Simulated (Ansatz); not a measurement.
Total energies of CH4ClNOSi (`N=C(Cl)[SiH2]O`).

Cartesian coordinates in Å:
```
N 1.085 0.357 -1.186
C 0.007 -0.194 -0.868
Cl -1.031 -1.056 -2.010
Si -0.591 -0.130 0.929
O 0.549 0.716 1.740
H 1.336 0.276 -2.172
H -0.719 -1.518 1.430
H -1.912 0.542 0.959
H 1.276 1.008 1.178
```

Total charge 0; spin multiplicity 1. All single points use the PBE0-D4/def2-TZVP geometry. It is one conformer, not always the lowest. Basis def2-TZVPP, the Gaussian-basis code of Ansatz.

RPA on PBE orbitals: Hartree–Fock energy of these orbitals -918.00756 Eh, correlation -1.46783 Eh (frozen core).

```tsv
functional	energy without D4 (Eh)	D4 term (kJ/mol)
r2SCANh	-920.15362	-5.4
ωB97X-V	-920.14244	–
```

(1) Give the same for LDA (SPW92), PBE, revPBE, BLYP, r2SCAN, B97M-V, PBE0, B3LYP, r2SCAN0, HSE06 (plane-wave form), BHLYP, CAM-B3LYP, LC-ωPBE, ωB97M-V, B2PLYP, PBE-QIDH. (Best estimate.)

B3LYP takes the VWN-RPA correlation (the form of Gaussian; ORCA's B3LYP/G). HSE06 is the plane-wave form, built on full-range PBE exchange. The double hybrids freeze the cores in their second-order part.

## Answers

(1) Ansatz gave: 
```csv
functional,energy without D4 (Eh),D4 term (kJ/mol)
LDA (SPW92),-916.32006,–
PBE,-919.78199,-21.2
revPBE,-920.11562,-63.4
BLYP,-920.26715,-46.8
r2SCAN,-920.16813,-5.1
B97M-V,-920.08730,–
PBE0,-919.84717,-17.9
B3LYP,-920.35099,-34.4
r2SCAN0,-920.13320,-6.0
HSE06 (plane-wave form),-919.82483,-16.7
BHLYP,-920.21767,-26.4
CAM-B3LYP,-920.26434,-18.2
LC-ωPBE,-919.98429,–
ωB97M-V,-920.21356,–
B2PLYP,-919.94047,–
PBE-QIDH,-919.65410,–
```

LC-ωPBE has ω = 0.4 bohr⁻¹.
